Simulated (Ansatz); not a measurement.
Ru2F6, relaxed as a singlet with RKS PBE0-D4/def2-SVP in Ansatz, starting from the GFN2-xTB geometry. Force threshold 0.02 eV/Å.

In the def2 sets Ru takes a core potential; there is no spin–orbit coupling. The structure comes from a short search, and lower isomers may exist.

Start:

Cartesian coordinates in Å:
```
Ru 0.489 -0.888 -0.321
Ru -0.533 1.021 0.487
F 0.373 -1.558 1.287
F -2.277 0.834 0.998
F -1.303 1.451 -1.184
F 1.930 -2.037 -0.645
F 0.864 1.592 1.364
F 0.458 -0.416 -1.987
```

```
step  energy (eV)  largest force component (eV/Å)  SCF passes
   1  -21434.4952                           3.915          75
   2  -21435.0200                           1.323          58
   3  -21435.2756                           1.241          53
   4  -21435.4903                           1.029          47
   5  -21435.7017                           1.026          43
   6  -21435.8730                           0.717          41
   7  -21435.9722                           0.730          38
   8  -21436.0370                           0.525          39
   9  -21436.0788                           0.328          35
  10  -21436.1141                           0.541          40
  11  -21436.1570                           0.841          42
  12  -21436.2142                           1.024          43
  13  -21436.2793                           0.551          38
  14  -21436.3292                           0.315          42
  15  -21436.3491                           0.568          42
  16  -21436.3624                           0.174          37
  17  -21436.3686                           0.194          39
  18  -21436.3750                           0.134          38
  19  -21436.3779                           0.609          42
  20  -21436.4114                           0.496          40
  21  -21436.4396                           0.562          41
  22  -21436.4863                           0.617          37
  23  -21436.5626                           0.220          37
  24  -21436.5774                           0.034          36
  25  -21436.5783                           0.004          29
```

Force components are those of the run's own axes.

End:

```xyz
8

Ru    0.507   -1.045   -0.405
Ru   -0.505    1.046    0.405
F     0.191   -2.036    1.079
F    -2.177    0.398    0.670
F    -0.192    2.045   -1.073
F     2.181   -0.408   -0.678
F     0.568    1.279    1.846
F    -0.572   -1.279   -1.842
```

By distances, no bond broke or formed. The bond that changes most is Ru1–Ru2, from 2.31 to 2.46 Å (atoms count from 1). The end is the same structure that another start reached.

No frequencies were taken in this run, so the end may be a saddle point.

Hardware: 4 threads of AMD EPYC 9R45 on a shared host. Wall time 43 s.
